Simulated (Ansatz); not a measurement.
Reaction (formal exchange of groups at a Ge–C bond): `O[SiH2][CH2][GeH3]` + `N=CO` → `N=[C](O)[GeH3]` + `C[SiH2]O`

Calculated with Ansatz (gas phase, PBE0-D4/def2-TZVP geometries, no zero-point term in ΔE). CBS: MP2 limit from def2 TZ/QZ plus the TZ coupled-cluster correction, frozen cores. This one scheme is used for every species. Functionals use def2-TZVPP. B3LYP here is the variant with VWN-RPA as its local correlation; programs differ in this. For Ge outer-core shells are correlated without core-valence functions, which leaves a few kJ/mol of doubt a bond. Scalar relativity is left out up to krypton. Each species was taken in one conformer, which may not be the lowest.

| level | ΔE (kcal/mol) |
| --- | --- |
| ωB97M-V | 2.4 |
| B2PLYP | 1.8 |
| B3LYP | 1.0 |
| MP2/def2-TZVPP | 3.2 |

(1) What does CCSD(T)/CBS give? (Best estimate.)

Largest T1 diagnostic among the species: 0.014.

Answers

(1) Computed: +2.9 kcal/mol. The listed levels differ from it by -0.5, -1.1, -1.9, 0.3 kcal/mol.

The D4 term adds +0.8 kcal/mol with B3LYP and +0.5 kcal/mol with PBE0; it sums over pairs of atoms, weighted by their polarisabilities, and B3LYP, whose exchange is more repulsive, gets the larger term. From PBE to PBE0 (25 % exact exchange), in def2-TZVPP and without D4, ΔE moves by +1.1 kcal/mol.
